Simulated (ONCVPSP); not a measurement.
# u(r) = r·R(r): atom against pseudo-atom (Ni)

Columns: radius, all-electron u(r) and pseudo u(r) of the 3s shell (level -109.98 eV) of nickel in the configuration [Ne] 3s2 3p6 3d8 4s1 4p1; PBE, non-relativistic, ONCV scheme, ONCVPSP 4.0.1.

| r (bohr) | all-electron | pseudo |
| --- | --- | --- |
| 0.078 | -0.0763 | 0.2367 |
| 0.155 | -0.6724 | 0.4598 |
| 0.232 | -0.4928 | 0.6626 |
| 0.310 | 0.0421 | 0.8387 |
| 0.388 | 0.5789 | 0.9787 |
| 0.465 | 0.9686 | 1.0771 |
| 0.542 | 1.1955 | 1.1346 |
| 0.620 | 1.2856 | 1.1522 |
| 0.698 | 1.2749 | 1.1324 |
| 0.775 | 1.2024 | 1.0820 |
| 0.852 | 1.0960 | 1.0080 |
| 0.930 | 0.9733 | 0.9165 |
| 1.008 | 0.8487 | 0.8160 |
| 1.085 | 0.7312 | 0.7145 |
| 1.162 | 0.6235 | 0.6161 |
| 1.240 | 0.5261 | 0.5235 |
| 1.318 | 0.4409 | 0.4402 |
| 1.395 | 0.3683 | 0.3682 |
| 1.472 | 0.3063 | 0.3063 |
| 1.550 | 0.2531 | 0.2531 |
| 1.628 | 0.2085 | 0.2085 |
| 1.705 | 0.1718 | 0.1718 |
| 1.782 | 0.1412 | 0.1412 |
| 1.860 | 0.1155 | 0.1155 |
| 1.938 | 0.0944 | 0.0944 |
| 2.015 | 0.0772 | 0.0772 |

Question: How many radial nodes do the two functions have?

Answer: The all-electron 3s function has n − l − 1 = 2 (the table is too coarse to show those close to the nucleus); the pseudo-wave has 0, since the states of the same l below it are removed with the core.

Question: At about which radius was the pseudo-wave matched?

Answer: 1.50 bohr. The columns agree to 0.0005 from 1.40 bohr on; several derivatives are matched, so the curves merge somewhat inside the radius.

Question: Is the pseudo-wave norm-conserving?

Answer: Yes: the ONCV scheme keeps the norm inside the radius equal to the all-electron one, which fixes the energy derivative of the logarithmic derivative at the level.
